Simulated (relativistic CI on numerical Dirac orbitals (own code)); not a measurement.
**Fe+ in a cubic cluster: 3p photoemission with charge transfer**

Computed with a charge-transfer multiplet model of a cubic metal-ligand cluster with up to 3 ligand holes, Slater and spin-orbit integrals from Dirac-Coulomb-Breit ions, Slater integrals scaled by 0.7. The ground state mixes d7 with configurations of k ligand holes L, whose averages lie at kΔ + k(k − 1)U_dd/2; a core hole lowers each added d electron by U_cd. 20 K, Lorentzian 0.9 eV and Gaussian 0.8 eV FWHM.

Atomic integrals in eV (Slater integrals scaled, ζ unscaled), ground: F2dd 6.782, F4dd 4.176, zeta_d 0.042; with the core hole: F2dd 7.717, F4dd 4.794, zeta_d 0.049, zeta_core 0.991, F2cd 8.583, G1cd 10.662, G3cd 6.441.

Cluster parameters (eV): U_dd = 6.5, U_cd = 8.2, 10Dq = 0.6, 10Dq(ligand) = 0.2, V(eg) = 1.4, V(t2g) = -0.63, final-state hopping factor = 0.9.

```tsv
Case	n_d	d7	d8L	d9L2	d10L3	S
Δ = 1.8 eV	7.24	0.77	0.22	0.01	0.00	1.50
Δ = 2.8 eV	7.17	0.83	0.16	0.00	0.00	1.50
Δ = 4.8 eV	7.09	0.91	0.09	0.00	0.00	1.50
Δ = 5.8 eV	7.07	0.93	0.07	0.00	0.00	1.50
Δ = 6.8 eV	7.06	0.94	0.06	0.00	0.00	1.50
```

Weights, n_d and S are thermal averages at 20 K. Binding energies count from the first peak over 30 % of the highest in each spectrum, which can be another peak from case to case. The parameters are a model scan and need not match a compound or its usual spin state. Peaks in eV (height, largest 100):
- Δ = 1.8 eV: 0.0 (78), 4.5 (100), 6.4 (84), 8.2 (73), 9.3 (77), 13.2 (54), 15.1 (30), 18.8 (17), 20.8 (53), 23.3 (6)
- Δ = 2.8 eV: 0.0 (66), 4.4 (100), 7.9 (76), 12.3 (51), 14.7 (26), 17.8 (17), 19.8 (49)
- Δ = 4.8 eV: 0.0 (70), 3.3 (100), 6.5 (64), 10.2 (39), 13.0 (29), 16.4 (27), 18.3 (39)
- Δ = 5.8 eV: 0.0 (86), 3.1 (100), 6.5 (53), 10.0 (36), 13.4 (31), 17.1 (41)
- Δ = 6.8 eV: 0.0 (100), 3.2 (96), 7.1 (45), 9.4 (30), 14.1 (33), 17.0 (40)

For the case Δ = 4.8 eV, Δ = 4.8 eV is smaller than U_dd = 6.5 eV, the charge-transfer side of the Zaanen-Sawatzky-Allen scheme. With the core hole the configuration with one ligand hole lies at Δ − U_cd = -6.4, -5.4, -3.4, -2.4, -1.4 eV from the one without, in the order of the table; where this is negative the screened configuration lies lower, though the effective hopping of about 1.8 eV (from the holes of the mixed ground state) mixes the two strongly wherever it is as large as the gap.
